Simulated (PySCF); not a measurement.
## Excitation energy of Xe by level of theory

Xe [Xe] (1S) → Xe [Kr] 4d10 5s1 5p6 6p1 (3P), as a difference of total energies. All numbers are calculated (PySCF 2.14, a scalar-relativistic core potential, in aug-cc-pwCVDZ-PP with ECP28MDF (6s5p4d1f, 48 functions)). Correlated levels: valence: 4s2 4p6 4d10 frozen; valence and next inner shell: nothing frozen outside the core potential. The calculations carry no spin-orbit coupling.

```json
{"method": "UHF", "excitation energy (eV)": "24.670"}
{"method": "LDA", "excitation energy (eV)": "22.487"}
{"method": "PBE", "excitation energy (eV)": "22.161"}
{"method": "PBE0", "excitation energy (eV)": "23.014"}
{"method": "r2SCAN", "excitation energy (eV)": "22.899"}
{"method": "wB97X", "excitation energy (eV)": "23.676"}
{"method": "B3LYP", "excitation energy (eV)": "22.888"}
{"method": "r2SCAN0", "excitation energy (eV)": "23.502"}
{"method": "PBEsol", "excitation energy (eV)": "22.267"}
{"method": "MP2 (valence)", "excitation energy (eV)": "23.127"}
{"method": "SCS-MP2 (valence)", "excitation energy (eV)": "22.836"}
{"method": "MP2 (valence and next inner shell)", "excitation energy (eV)": "22.733"}
{"method": "SCS-MP2 (valence and next inner shell)", "excitation energy (eV)": "22.500"}
```

How much does correlation contribute at MP2 (valence and next inner shell)?

22.733 − (24.670) = -1.937 eV, measured against UHF.

The upper state lies above the first ionisation limit, where it may autoionise and the basis confines it. A Rydberg-like electron needs more diffuse functions than a valence basis has.

The promoted electron is Rydberg-like, and one or two diffuse shells describe it only roughly, which tends to raise the upper state.
